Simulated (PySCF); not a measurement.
ClTl, singlet, geometry from GFN2-xTB (such geometries of metal compounds can be far from the true shape) (core potentials on Tl); CAMB3LYP/def2-SVP in PySCF.

Here is a job for PySCF.
```python
from pyscf import gto, scf, dft

mol = gto.Mole()
mol.atom = '''
    Tl   -0.000000   -0.000000   -0.449804
    Cl    0.000000    0.000000    2.143186
'''
mol.basis = 'def2-svp'
mol.ecp = {'Tl': 'def2-svp'}
mol.charge = 0
mol.spin = 0
mol.verbose = 4
mol.build()

mf = dft.RKS(mol)
mf.xc = 'camb3lyp'
mf.kernel()
```

Q: What does PySCF print? Leave out banner, timings and long lists.

A: 
```
PySCF version 2.14.0

[INPUT] verbose = 4
[INPUT] num. atoms = 2
[INPUT] num. electrons = 38
[INPUT] charge = 0
[INPUT] spin (= nelec alpha-beta = 2S) = 0
[INPUT] symmetry False subgroup None
[INPUT] Mole.unit = angstrom
[INPUT] Symbol           X                Y                Z      unit          X                Y                Z       unit  Magmom
[INPUT]  1 Tl     0.000000000000   0.000000000000  -0.449804000000 AA    0.000000000000   0.000000000000  -0.850006369734 Bohr   0.0
[INPUT]  2 Cl     0.000000000000   0.000000000000   2.143186000000 AA    0.000000000000   0.000000000000   4.050034574002 Bohr   0.0

nuclear repulsion = 72.8565340778175
number of shells = 18
number of NR pGTOs = 97
number of NR cGTOs = 44
basis = def2-svp
ecp = {'Tl': 'def2-svp'}

******** <class 'pyscf.dft.rks.RKS'> ********
method = RKS
initial guess = minao
damping factor = 0
level_shift factor = 0
DIIS = <class 'pyscf.scf.diis.CDIIS'>
diis_start_cycle = 1
diis_space = 8
diis_damp = 0
SCF conv_tol = 1e-09
SCF conv_tol_grad = None
SCF max_cycles = 50
direct_scf = True
direct_scf_tol = 1e-13
XC library pyscf.dft.libxc version 7.1.2
    S. Lehtola, C. Steigemann, M. J. T. Oliveira, and M. A. L. Marques,  SoftwareX 7, 1–5 (2018)
XC functionals = camb3lyp
    T. Yanai, D. P. Tew, and N. C. Handy,  Chem. Phys. Lett. 393, 51 (2004)
radial grids:
    Treutler-Ahlrichs [JCP 102, 346 (1995); DOI:10.1063/1.469408] (M4) radial grids

becke partition: Becke, JCP 88, 2547 (1988); DOI:10.1063/1.454033
pruning grids: <function nwchem_prune>
grids dens level: 3
symmetrized grids: False
atomic radii adjust function: <function treutler_atomic_radii_adjust>
small_rho_cutoff = 0
Set gradient conv threshold to 3.16228e-05
Initial guess from minao.
tot grids = 41808
init E= -610.632605944697
  HOMO = -0.669786403989482  LUMO = -0.492683742638277  gap/eV = 4.81921
cycle= 1 E= -632.289090134395  delta_E= -21.7  |g|= 1.14  |ddm|=   12
  HOMO = -0.233611766474233  LUMO = 0.0267695428470685  gap/eV = 7.08534
cycle= 2 E= -632.512345068725  delta_E= -0.223  |g|= 0.711  |ddm|= 3.47
  HOMO = -0.298181920118425  LUMO = -0.0345338681184366  gap/eV = 7.17423
cycle= 3 E= -632.617037942735  delta_E= -0.105  |g|= 0.0586  |ddm|= 1.02
  HOMO = -0.311910342760642  LUMO = -0.0338486311133939  gap/eV = 7.56644
cycle= 4 E= -632.617855018408  delta_E= -0.000817  |g|= 0.0263  |ddm|= 0.12
  HOMO = -0.307950075874959  LUMO = -0.035371211732005  gap/eV = 7.41725
cycle= 5 E= -632.618066140059  delta_E= -0.000211  |g|= 0.00277  |ddm|= 0.0387
  HOMO = -0.308879076764624  LUMO = -0.0357398775763105  gap/eV = 7.43250
cycle= 6 E= -632.618068694556  delta_E= -2.55e-06  |g|= 0.000497  |ddm|= 0.00477
  HOMO = -0.308972878804058  LUMO = -0.0357862763474698  gap/eV = 7.43379
cycle= 7 E= -632.61806879485  delta_E= -1e-07  |g|= 9.18e-05  |ddm|= 0.00117
  HOMO = -0.308971048233742  LUMO = -0.0357893339350372  gap/eV = 7.43365
cycle= 8 E= -632.618068797971  delta_E= -3.12e-09  |g|= 1.12e-05  |ddm|= 0.000268
  HOMO = -0.308971245900804  LUMO = -0.0357878847897131  gap/eV = 7.43370
cycle= 9 E= -632.618068798046  delta_E= -7.53e-11  |g|= 2.26e-06  |ddm|= 3.12e-05
  HOMO = -0.308970784126428  LUMO = -0.0357880500238022  gap/eV = 7.43368
Extra cycle  E= -632.618068798051  delta_E= -4.43e-12  |g|= 1.33e-06  |ddm|= 7.3e-06
converged SCF energy = -632.618068798051
```
